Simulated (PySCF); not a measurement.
# Cl⁺: ionisation energy

Cl⁺ [Ne] 3s2 3p4 (3P) → Cl²⁺ [Ne] 3s2 3p3 (4S), as a difference of total energies. Calculation: PySCF 2.14, in Sapporo-DZP-2012 (5s4p2d, 27 functions); the spin-free X2C one-electron Hamiltonian (Gaussian nucleus). Correlated levels: valence: [Ne] frozen. The calculations carry no spin-orbit coupling.

| method | ionisation energy (eV) |
| --- | --- |
| UHF | 22.548 |
| PBE | 23.838 |
| BP86 | 24.003 |
| MP2 (valence) | 23.035 |
| SCS-MP2 (valence) | 23.049 |
| CCSD (valence) | 23.057 |
| CCSD(T) (valence) | 23.069 |

**Question.** How much does correlation contribute at CCSD(T) (valence)?

**Answer.** 23.069 − (22.548) = 0.521 eV, measured against UHF.

Errors of the correlated levels include the incompleteness of this basis and the frozen core.

For comparison: 23.771 eV (measured; NIST levels, between the centres of gravity of the two terms).
